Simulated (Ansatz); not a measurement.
Program: Ansatz. Geometries: PBE0-D4/def2-TZVP. ΔE: electronic, gas phase. CCSD(T)/CBS adds triple-zeta CCSD(T) − MP2 to the extrapolated MP2 energy (def2 sets, frozen cores). This one scheme is used for every species. DFT in def2-TZVPP. B3LYP here is the variant with VWN-RPA as its local correlation; programs differ in this. Elements past krypton have def2 core potentials. For Sn outer-core shells are correlated without core-valence functions, which leaves a few kJ/mol of doubt a bond. Each species was taken in one conformer, which may not be the lowest.

Consider the cleavage of the Si–Sn bond: `ClC[SiH2][SnH3]` + HCl → `ClC[SiH2]Cl` + `[SnH4]`.

CCSD(T)/CBS gives -67.2 kJ/mol.

(1) Another level gave -69.8 kJ/mol. Which?
A. RPA@PBE/def2-TZVPP
B. B97M-V/def2-TZVPP
C. B3LYP/def2-TZVPP
D. HF/def2-TZVPP

Largest T1 diagnostic among the species: 0.013.

Answers

(1) A. RPA@PBE/def2-TZVPP -69.8, B3LYP -77.8, B97M-V -83.6, HF/def2-TZVPP -94.0 kJ/mol.

From BLYP to BHLYP (50 % exact exchange), in def2-TZVPP and without D4, ΔE moves by −9.0 kJ/mol. In def2-TZVPP, CCSD(T) changes the Hartree–Fock value by +23.1 kJ/mol (the triples alone add +2.2 kJ/mol) and MP2 by +20.1 kJ/mol. Leaving LDA and LC-ωPBE aside and taking each functional with its dispersion term where it has one, the values, not all of them listed here, spread over 21.3 kJ/mol, from B97M-V to PBE-D4.
